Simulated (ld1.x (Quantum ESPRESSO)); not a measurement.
**PBEsol TM dataset for nitrogen, scalar-relativistic all-electron reference.**

- Element: nitrogen (N)
- Generator: ld1.x (Quantum ESPRESSO) 7.5
- Type: norm-conserving Troullier–Martins (Kleinman–Bylander form)
- Functional: PBEsol
- Relativity: scalar-relativistic
- Frozen core: [He]
- Valence charge: 5
- Reference configuration: 2s1 2p4
- Partial waves: 2p (bound): rc 1.45 bohr; 2s (bound): rc 1.00 bohr
- Local potential: the s channel
- Core correction: none

All-electron outer shells of the reference configuration (PBEsol, scalar-relativistic, ld1.x):

```json
{"shell": "1s", "level (eV)": "-383.89", "outermost node (bohr)": "–", "outermost maximum (bohr)": "0.15"}
{"shell": "2s", "level (eV)": "-18.91", "outermost node (bohr)": "0.32", "outermost maximum (bohr)": "1.02"}
{"shell": "2p", "level (eV)": "-7.46", "outermost node (bohr)": "–", "outermost maximum (bohr)": "0.97"}
```

Calculated quality:

```
Cutoffs needed           : 55 Ry and 120 Ry (the cutoffs (Ry, on a coarse ladder) from which the occupation-weighted sum of valence levels, in a spherical-Bessel basis at the reference potential, stays within 10 and 1 mRy of its value at 400 Ry)
Ghost test               : no extra level below or beside the all-electron valence levels (p, s, d, f tested) (spherical-Bessel basis up to 400 Ry, 20 bohr box)
Largest excitation error : +1241 meV (all-electron minus pseudo) for 2s1 2p0, out of 7 test configurations
```

Generation and tests took about 4.4 s on one core of a shared server CPU.
